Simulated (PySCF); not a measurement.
Structure with atom numbers: `[NH2:1][C:2](=[O:3])[Si@@H:4]1[CH2:5][C@H:6]1[SiH:7]([OH:8])[OH:9]`; H(Xn) means a hydrogen on atom n. Ha(C5) is cis to C2 on the ring; Hb(C5) is trans to C2 on the ring.

[PySCF: shieldings: GIAO PBE0/pcSseg-1; structure optimised with GFN2-xTB; relativity neglected; isolated molecule; single conformer; averaged over atoms made equivalent by symmetry, fast rotation or ring inversion]

**Question.** Predict the 2D correlation tables (HSQC, COSY, HMBC).

**Answer.** 

HSQC (one-bond C–H):
```tsv
δH	δC
0.69 (Ha(C5))	-3.3 (C5)
0.25 (Hb(C5))	-3.3 (C5)
0.22 (H(C6))	3.0 (C6)
```

COSY cross peaks (H two or three bonds apart, from the bond graph; peaks can be absent where the dihedral angle is near 90°):
```tsv
δH	δH
4.62 (H(Si7))	0.22 (H(C6))
3.14 (H(Si4))	0.69 (Ha(C5))
3.14 (H(Si4))	0.25 (Hb(C5))
3.14 (H(Si4))	0.22 (H(C6))
0.69 (Ha(C5))	0.25 (Hb(C5))
0.69 (Ha(C5))	0.22 (H(C6))
0.25 (Hb(C5))	0.22 (H(C6))
```

HMBC (two and three bonds, from the bond graph):
```tsv
δH	δC
4.62 (H(Si7))	3.0 (C6), -3.3 (C5)
3.14 (H(Si4))	181.5 (C2), 3.0 (C6), -3.3 (C5)
0.69 (Ha(C5))	181.5 (C2), 3.0 (C6)
0.25 (Hb(C5))	181.5 (C2), 3.0 (C6)
0.22 (H(C6))	181.5 (C2), -3.3 (C5)
```

Scale: ¹H, ¹³C vs TMS (reference shieldings calculated alike).

Exchangeable OH/NH protons stand at their gas-phase positions; hydrogen bonding in a real sample shifts them, mostly to higher δ. Shifts are as computed. Against solution values, carbons near 30 ppm lie about +3 ppm off and those near 130 ppm about +5 ppm. Of 1309 compounds with measured shifts, 239 miss one by over three times the rms of a fit or turn the order of signals round; such compounds aren't used in these exercises. The C=O carbon of an acid or of an amide with N–H lies up to 10 ppm further downfield in solution, through hydrogen bonding that the calculation lacks.
